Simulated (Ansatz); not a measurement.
Input and output for BClH7NSi2 (`[SiH3]N([SiH3])BCl`).

```yaml
crystal:
  periodic: [false, false, false]
  atoms:
    - {symbol: Si, position_ang: [-1.467398, -0.511508, 0.405882]}
    - {symbol: N, position_ang: [0.045100, 0.206792, -0.145546]}
    - {symbol: Si, position_ang: [1.552161, -0.554402, 0.335093]}
    - {symbol: B, position_ang: [0.049751, 1.355707, -0.947862]}
    - {symbol: Cl, position_ang: [-1.482970, 2.107809, -1.423024]}
    - {symbol: H, position_ang: [-2.227419, 0.433209, 1.256270]}
    - {symbol: H, position_ang: [-1.062926, -1.689993, 1.218154]}
    - {symbol: H, position_ang: [-2.291142, -0.963754, -0.738798]}
    - {symbol: H, position_ang: [1.652916, -0.573414, 1.816479]}
    - {symbol: H, position_ang: [2.674352, 0.218651, -0.245263]}
    - {symbol: H, position_ang: [1.583948, -1.954968, -0.157277]}
    - {symbol: H, position_ang: [1.050526, 1.870670, -1.340105]}
basis:
  gaussian: {orbitals: def2-TZVPP, fitting: {mean_field: def2-universal-jkfit}, nuclear_model: gaussian}
hamiltonian: {xc: {name: BHLYP}, dispersion: d4}
scf: {lower_state_search: full}
output: {forces: true}
```

```sh
$ ansatz run in.yaml --threads 4 --pin off --events-out ev --progress --plain --max-ram 10444MiB
```

Output, abridged:

```
Functional definition: BHLYP
662 factors; integrals over basis functions are off by at most 1.4e0 eV
mean field evaluation 1: about -30557.2725 eV, gradient 5.0e1 eV
mean field evaluation 2: about -30557.2724 eV, gradient 5.0e1 eV
mean field evaluation 4: about -30561.9908 eV, gradient 5.2e0 eV
mean field evaluation 8: about -30562.0511 eV, gradient 5.1e-2 eV
mean field -30562.05114344 eV, -1123.1346638193 hartree, gradient 7.3e-5 eV, S^2 0.000000; 0 other end points of the search recorded, 0 dependent functions left out
reference -30562.05135689 eV, -1123.1346716632 hartree; 32, 32 occupied and 254, 254 virtual orbitals, 662 factors
Total energy: -30562.49964159 eV, -1123.1511458221 hartree
Atom 0 at    -1.467398    -0.511508     0.405882 Å, force    -0.011104    -0.045971     0.032524 eV/Å
Atom 1 at     0.045100     0.206792    -0.145546 Å, force     0.001882     0.022357    -0.015972 eV/Å
Atom 2 at     1.552161    -0.554402     0.335093 Å, force     0.031772     0.011383    -0.009245 eV/Å
Atom 3 at     0.049751     1.355707    -0.947862 Å, force     0.269123    -0.141023     0.089597 eV/Å
Atom 4 at    -1.482970     2.107809    -1.423024 Å, force    -0.002060     0.055798    -0.038846 eV/Å
Atom 5 at    -2.227419     0.433209     1.256270 Å, force     0.140915    -0.186503    -0.165467 eV/Å
Atom 6 at    -1.062926    -1.689993     1.218154 Å, force    -0.086253     0.216797    -0.149280 eV/Å
Atom 7 at    -2.291142    -0.963754    -0.738798 Å, force     0.153087     0.087492     0.225676 eV/Å
Atom 8 at     1.652916    -0.573414     1.816479 Å, force    -0.013583     0.001421    -0.276148 eV/Å
Atom 9 at     2.674352     0.218651    -0.245263 Å, force    -0.204575    -0.153155     0.114619 eV/Å
Atom 10 at     1.583948    -1.954968    -0.157277 Å, force    -0.000389     0.260181     0.093669 eV/Å
Atom 11 at     1.050526     1.870670    -1.340105 Å, force    -0.278815    -0.128777     0.098872 eV/Å
Dipole moment:     0.160150    -0.220782     0.148954 e Å
```

It took 2.5 s on 4 threads of an Intel Xeon Platinum 8488C on a shared host, with 0.54 GiB of host memory at the peak.
